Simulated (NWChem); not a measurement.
System: SbH, triplet; SMILES [SbH]

Excerpt of the output:

```
             Northwest Computational Chemistry Package (NWChem) 7.3.0
             --------------------------------------------------------

 ORDER OF PRIMARY AXIS IS BEING SET TO 4
 C4V symmetry detected

                             Geometry "geometry" -> ""
                             -------------------------

 Output coordinates in angstroms (scale by  1.889725989 to convert to a.u.)

  No.       Tag          Charge          X              Y              Z
 ---- ---------------- ---------- -------------- -------------- --------------
    1 Sb                  51.0000     0.00000000     0.00000000    -0.03301938
    2 H                    1.0000     0.00000000     0.00000000     1.68398862

 Effective nuclear repulsion energy (a.u.)      15.7180628739

      Symmetry information
      --------------------

 Group name             C4v
 Group number             18
 Group order               8
 No. of unique centers     2

                                Z-matrix (autoz)
                                --------

 Units are Angstrom for bonds and degrees for angles

      Type          Name      I     J     K     L     M      Value
      ----------- --------  ----- ----- ----- ----- ----- ----------
    1 Stretch                  1     2                       1.71701

                           NWChem Geometry Optimization
                           ----------------------------

 maximum gradient threshold         (gmax) =   0.000450
 rms gradient threshold             (grms) =   0.000300
 maximum cartesian step threshold   (xmax) =   0.001800
 rms cartesian step threshold       (xrms) =   0.001200
 fixed trust radius                (trust) =   0.300000
 source of zmatrix                         =   autoz

          -------------------
          Energy Minimization
          -------------------

 Using diagonal initial Hessian
 Scaling for Hessian diagonals: bonds = 1.00  angles = 0.25  torsions = 0.10

          --------
          Step   0

                                 NWChem DFT Module
                                 -----------------

 Summary of "ao basis" -> "ao basis" (spherical)
 ------------------------------------------------------------------------------
       Tag                 Description            Shells   Functions and Types
 ---------------- ------------------------------  ------  ---------------------
 Sb                        def2-svpd                12       32   5s4p3d
 H                         def2-svpd                 4        8   2s2p

      Symmetry analysis of basis
      --------------------------

        a1         16
        a2          0
        b1          3
        b2          3
        e          18

            General Information
            -------------------
          SCF calculation type: DFT
          Wavefunction type:  spin polarized.
          No. of atoms     :     2
          No. of electrons :    24
           Alpha electrons :    13
            Beta electrons :    11
          Charge           :     0
          Spin multiplicity:     3
          Use of symmetry is: on ; symmetry adaption is: on
          Maximum number of iterations: 150
          AO basis - number of functions:    40
                     number of shells:    16
          Convergence on energy requested:  1.00D-06
          Convergence on density requested:  1.00D-05
          Convergence on gradient requested:  5.00D-04

              XC Information
              --------------
                         PBE0 Method XC Functional
                     Hartree-Fock (Exact) Exchange  0.250
          PerdewBurkeErnzerhof Exchange Functional  0.750
            Perdew 1991 LDA Correlation Functional  1.000 local
           PerdewBurkeErnz. Correlation Functional  1.000 non-local

             Grid Information
             ----------------
          Grid used for XC integration:  medium
          Radial quadrature: Mura-Knowles
          Angular quadrature: Lebedev.
          Tag              B.-S. Rad. Rad. Pts. Rad. Cut. Ang. Pts.
          ---              ---------- --------- --------- ---------
          Sb                  1.45      123           8.0       590
          H                   0.35       45           9.0       434
          Grid pruning is: on
          Number of quadrature shells:   168
          Spatial weights used:  Erf1

      Superposition of Atomic Density Guess
      -------------------------------------

 Sum of atomic energies:        -278.10776388

      Non-variational initial energy
      ------------------------------

 Total energy =    -239.571061
 1-e energy   =    -434.010432
 2-e energy   =     187.350833
 HOMO         =      -0.153907
 LUMO         =      -0.153907

 !!!!!!!!!!!!!!!!!!!!!!!!!!!!!!!!!!!!!!!!!!!!!!!!!!!!!!!!!!!!!!!!!!!!!!
 Warning - the HOMO and LUMO are degenerate and you are using symmetry.
 This can lead to non-variational energies and poor convergence.
 Modify the initial guess, or use an open-shell wavefunction, or turn
 off symmetry.
 !!!!!!!!!!!!!!!!!!!!!!!!!!!!!!!!!!!!!!!!!!!!!!!!!!!!!!!!!!!!!!!!!!!!!!

   Symmetry analysis of molecular orbitals - initial alpha
   -------------------------------------------------------

 !! scf_movecs_sym_adapt:    6 vectors were symmetry contaminated

  Symmetry fudging

 !! scf_movecs_sym_adapt:    6 vectors were symmetry contaminated

  Numbering of irreducible representations:

     1 a1          2 a2          3 b1          4 b2          5 e

  Orbital symmetries:

     1 a1          2 a1          3 e           4 e           5 a1
     6 e           7 e           8 b2          9 b1         10 a1
    11 a1         12 e          13 e          14 a1         15 a1
    16 e          17 e          18 b2         19 b1         20 a1
    21 a1         22 e          23 e

   Symmetry analysis of molecular orbitals - initial beta
   ------------------------------------------------------

 !! scf_movecs_sym_adapt:    6 vectors were symmetry contaminated

  Symmetry fudging

 !! scf_movecs_sym_adapt:    6 vectors were symmetry contaminated

  Numbering of irreducible representations:

     1 a1          2 a2          3 b1          4 b2          5 e

  Orbital symmetries:

     1 a1          2 a1          3 e           4 e           5 a1
     6 e           7 e           8 b2          9 b1         10 a1
    11 a1         12 e          13 e          14 a1         15 a1
    16 e          17 e          18 b2         19 b1         20 a1
    21 a1         22 e          23 e

   convergence    iter        energy       DeltaE   RMS-Dens  Diis-err
 ---------------- ----- ----------------- --------- --------- ---------
 d= 0,ls=0.0,diis     1   -240.7988365927 -2.48D+02  8.06D-03  1.60D-02
                                                     8.07D-03  8.43D-03
 d= 0,ls=0.0,diis     2   -240.8111779720 -1.23D-02  1.71D-03  1.30D-03
                                                     1.85D-03  1.05D-03
 d= 0,ls=0.0,diis     3   -240.8119484299 -7.70D-04  5.46D-04  2.61D-04
                                                     4.04D-04  2.15D-04
 d= 0,ls=0.0,diis     4   -240.8120461792 -9.77D-05  9.83D-05  3.23D-06
                                                     1.12D-04  3.20D-06
 d= 0,ls=0.0,diis     5   -240.8120522834 -6.10D-06  5.42D-05  7.00D-07
                                                     2.38D-05  2.63D-07
 d= 0,ls=0.0,diis     6   -240.8120531811 -8.98D-07  1.17D-05  1.07D-07
                                                     2.63D-05  2.53D-07
 d= 0,ls=0.0,diis     7   -240.8120534864 -3.05D-07  8.67D-06  1.19D-08
                                                     6.53D-06  3.67D-09

         Total DFT energy =     -240.812053486413
      One electron energy =     -434.500548988614
           Coulomb energy =      206.332837641769
    Exchange-Corr. energy =      -19.732880298385
 Nuclear repulsion energy =        7.088538158816

 Numeric. integr. density =       23.999997961357

                  Occupations of the irreducible representations
                  ----------------------------------------------

                     irrep           alpha         beta
                     --------     --------     --------
                     a1                5.0          5.0
                     a2                0.0          0.0
                     b1                1.0          1.0
                     b2                1.0          1.0
                     e                 6.0          4.0

                    DFT Final Alpha Molecular Orbital Analysis
                    ------------------------------------------

 Vector   11  Occ=1.000000D+00  E=-3.236848D-01  Symmetry=a1
              MO Center= -2.9D-16, -7.8D-17,  4.5D-01, r^2= 2.6D+00
   Bfn.  Coefficient  Atom+Function         Bfn.  Coefficient  Atom+Function
  ----- ------------  ---------------      ----- ------------  ---------------
    14      0.430478  1 Sb pz                33      0.358831  2 H  s
     3     -0.299730  1 Sb s                 17      0.275247  1 Sb pz
    34      0.186856  2 H  s                  4     -0.184685  1 Sb s
    11     -0.162108  1 Sb pz                 1      0.132416  1 Sb s
     8     -0.131478  1 Sb pz                 2      0.093140  1 Sb s

 Vector   12  Occ=1.000000D+00  E=-2.356465D-01  Symmetry=e
              MO Center= -1.3D-16, -1.9D-15,  5.0D-03, r^2= 2.6D+00
   Bfn.  Coefficient  Atom+Function         Bfn.  Coefficient  Atom+Function
  ----- ------------  ---------------      ----- ------------  ---------------
    13      0.500693  1 Sb py                16      0.451426  1 Sb py
    12     -0.328532  1 Sb px                15     -0.296205  1 Sb px
    10     -0.180488  1 Sb py                 7     -0.145726  1 Sb py
     9      0.118428  1 Sb px                 6      0.095619  1 Sb px

 Vector   13  Occ=1.000000D+00  E=-2.356465D-01  Symmetry=e
              MO Center=  3.8D-17, -7.2D-16,  5.0D-03, r^2= 2.6D+00
   Bfn.  Coefficient  Atom+Function         Bfn.  Coefficient  Atom+Function
  ----- ------------  ---------------      ----- ------------  ---------------
    12      0.500693  1 Sb px                15      0.451426  1 Sb px
    13      0.328532  1 Sb py                16      0.296205  1 Sb py
     9     -0.180488  1 Sb px                 6     -0.145726  1 Sb px
    10     -0.118428  1 Sb py                 7     -0.095619  1 Sb py

[...]

      ----------------------
      Optimization converged
      ----------------------

  Step       Energy      Delta E   Gmax     Grms     Xrms     Xmax
  ---- ---------------- -------- -------- -------- -------- --------
@    3    -240.81206135 -3.4D-08  0.00000  0.00000  0.00008  0.00013
                                     ok       ok       ok       ok

                                Z-matrix (autoz)
                                --------

 Units are Angstrom for bonds and degrees for angles

      Type          Name      I     J     K     L     M      Value     Gradient
      ----------- --------  ----- ----- ----- ----- ----- ---------- ----------
    1 Stretch                  1     2                       1.72260    0.00000

                         Geometry "geometry" -> "geometry"
                         ---------------------------------

 Output coordinates in angstroms (scale by  1.889725989 to convert to a.u.)

  No.       Tag          Charge          X              Y              Z
 ---- ---------------- ---------- -------------- -------------- --------------
    1 Sb                  51.0000     0.00000000     0.00000000    -0.03581578
    2 H                    1.0000     0.00000000     0.00000000     1.68678501

 Effective nuclear repulsion energy (a.u.)      15.6670307999

      Symmetry information
      --------------------

 Group name             C4v
 Group number             18
 Group order               8
 No. of unique centers     2

                Final and change from initial internal coordinates
                --------------------------------------------------

                                Z-matrix (autoz)
                                --------

 Units are Angstrom for bonds and degrees for angles

      Type          Name      I     J     K     L     M      Value       Change
      ----------- --------  ----- ----- ----- ----- ----- ---------- ----------
    1 Stretch                  1     2                       1.72260    0.00559

 ==============================================================================
                                internuclear distances
 ------------------------------------------------------------------------------
       center one      |      center two      | atomic units |  angstroms
 ------------------------------------------------------------------------------
    2 H                |   1 Sb               |     3.25524  |     1.72260
 ------------------------------------------------------------------------------
                         number of included internuclear distances:          1
 ==============================================================================

[second-derivative integrals and response iterations left out]

  Vibrational analysis via the FX method

  See chapter 2 in "Molecular Vibrations" by Wilson, Decius and Cross

  Vib: Default input used

 ---------------------------- Atom information ----------------------------
     atom    #        X              Y              Z            mass
 --------------------------------------------------------------------------
    Sb       1  0.0000000D+00  0.0000000D+00 -6.7682014D-02  1.2090380D+02
    H        2  0.0000000D+00  0.0000000D+00  3.1875615D+00  1.0078250D+00
 --------------------------------------------------------------------------

[unprojected Hessian and modes left out]

        Vibrational analysis via the FX method
  --- with translations and rotations projected out ---
  --- via the Eckart algorithm                      ---
 Dependent rotation vector no.                    3
  found in ECKART; assuming linear geometry
 Projected Nuclear Hessian trans-rot subspace norm:3.6734D-40
                         (should be close to zero!)

[projected Hessian left out]

 Rotational Constants
 --------------------
 A=   0.000000 cm-1  (  0.000000 K)
 B=   5.683958 cm-1  (  8.177765 K)
 C=   5.683958 cm-1  (  8.177765 K)

 Temperature                      =   298.15K
 frequency scaling parameter      =   1.0000

 Linear Molecule

 Zero-Point correction to Energy  =    2.768 kcal/mol  (  0.004412 au)
 Thermal correction to Energy     =    4.249 kcal/mol  (  0.006772 au)
 Thermal correction to Enthalpy   =    4.842 kcal/mol  (  0.007716 au)

 Total Entropy                    =   49.422 cal/mol-K
   - Translational                =   40.291 cal/mol-K (mol. weight = 121.9116)
   - Rotational                   =    9.130 cal/mol-K (symmetry #  =        1)
   - Vibrational                  =    0.002 cal/mol-K

 Cv (constant volume heat capacity) =    4.981 cal/mol-K
   - Translational                  =    2.979 cal/mol-K
   - Rotational                     =    1.986 cal/mol-K
   - Vibrational                    =    0.015 cal/mol-K

[normal modes left out]

 ----------------------------------------------------------------------------
 Normal Eigenvalue ||           Projected Infra Red Intensities
  Mode   [cm**-1]  || [atomic units] [(debye/angs)**2] [(KM/mol)] [arbitrary]
 ------ ---------- || -------------- ----------------- ---------- -----------
    1        0.000 ||    0.000005           0.000         0.005       0.002
    2        0.000 ||    0.000005           0.000         0.005       0.002
    3        0.000 ||    0.000654           0.015         0.638       0.216
    4        0.000 ||    0.000654           0.015         0.638       0.216
    5        0.000 ||    0.000000           0.000         0.000       0.000
    6     1937.425 ||    0.180202           4.157       175.670      59.564
 ----------------------------------------------------------------------------
```

Level: PBE0/def2-SVPD with def2 effective core potentials on Sb, spin-unrestricted. No stability test was run on the SCF state. def2 effective core potentials on Sb; no spin-orbit coupling.

Problem. Which NWChem input produces such a log?

Solution. This is not unique; one that fits is the input that was run:
```
start job
memory heap 200 mb stack 900 mb global 1100 mb
geometry units angstroms
  Sb     0.000000     0.000000    -0.012455
  H      0.000000     0.000000     1.704553
end
basis spherical
  * library def2-svpd
end
ecp
  Sb library def2-ecp
end
dft
  odft
  mult 3
  xc pbe0
  iterations 150
end
driver
  maxiter 120
end
task dft optimize
dft
  grid fine
  convergence energy 1d-8 density 1d-7
end
task dft freq numerical
```
